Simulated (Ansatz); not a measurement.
CH$_{9}$BSi$_{3}$ (`C[SiH]1[SiH2]B1[SiH3]`) at its PBE0-D4/def2-TZVP geometry, where that method's forces vanish. Charge 0, multiplicity 1.

```xyz
14

C     1.6797    1.8861   -0.6141
Si    0.2453    0.7049   -0.7894
Si    0.1818   -0.2279    1.7632
B    -0.0780   -0.9314    0.0588
Si   -1.6294   -2.0855   -0.3766
H     2.1922    1.9460   -1.5798
H     2.3969    1.5519    0.1352
H     1.3384    2.8931   -0.3637
H    -0.7085    1.2564   -1.7955
H     1.2199    0.7663    2.1480
H    -0.6895   -0.4915    2.9406
H    -2.4827   -2.3913    0.8082
H    -1.1546   -3.3935   -0.9157
H    -2.5115   -1.4835   -1.4191
```

What forces (eV/Å) does PBE-D4/def2-TZVPP give on these atoms in Ansatz 0.2.0? (Estimate.)

The calculation gave: 
```
C1  -0.019 -0.007  0.009
Si2  0.019 -0.020 -0.070
Si3  0.041 -0.057  0.080
B4  -0.046 -0.193 -0.085
Si5  0.074  0.069  0.034
H6   0.098  0.018 -0.183
H7   0.139 -0.061  0.147
H8  -0.053  0.199  0.046
H9  -0.124  0.070 -0.115
H10  0.109  0.126  0.047
H11 -0.109 -0.024  0.140
H12 -0.087 -0.038  0.112
H13  0.046 -0.133 -0.057
H14 -0.089  0.051 -0.106
```
